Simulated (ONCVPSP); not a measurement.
# Cutoff test, titanium (Ti), ONCV

titanium, optimised norm-conserving Vanderbilt (ONCV), made with ONCVPSP 4.0.1 (PBE, scalar-relativistic). Core [Ne], reference 3s2 3p6 3d2 4s2. Waves: 3s+4s: rc 1.30 bohr, ncon 3, nbas 7, qcut 9.5 1/bohr, 2 projectors; 3p: rc 1.40 bohr, ncon 4, nbas 7, qcut 11.1 1/bohr, 2 projectors, debl 2 Ha; 3d: rc 1.55 bohr, ncon 5, nbas 9, qcut 8.7 1/bohr, 3 projectors, debl 1.6 Ha; f scattering state at 0.09 Ha: rc 1.60 bohr, ncon 3, nbas 7, qcut 8.1 1/bohr, 3 projectors, debl 2.7 Ha. Local part: polynomial inside 0.95 bohr (lpopt 5, dvloc0 0 Ha). Core correction: none.

Task: For each optimised wave give the share of its norm inside rc, the residual kinetic energy above qcut (Ha) and the cutoffs (Ha) for errors of 10, 1, 0.1 and 0.01 mHa per electron.

Result:

```
         wave  norm inside rc  residual KE  10 mHa  1 mHa  0.1 mHa  0.01 mHa
           3s           0.806      1.1e-06    23.2   30.3     36.1      40.5
           4s           0.033      1.9e-07    14.8   24.9     32.1      37.6
           3p           0.792      4.1e-08    14.9   19.2     29.5      41.7
p projector 2           0.103      1.8e-08    13.4   18.3     29.8      43.0
           3d           0.582      2.8e-04    28.4   34.4     67.1     120.5
d projector 2           0.088      4.7e-04    28.6   35.7     56.6     133.1
d projector 3           0.143      2.6e-03    33.4   40.6     65.7     140.8
f projector 1           0.000      7.1e-11     0.2    0.4      1.1       3.2
f projector 2           0.209      4.0e-05    17.9   25.0     30.7      47.2
f projector 3           0.161      5.2e-04    25.0   31.3     38.9      76.3
```

The occupied waves need 34 Ha and 67 Ha for 1 and 0.1 mHa. Rows with under 1 % of the norm inside rc give no meaningful cutoff.
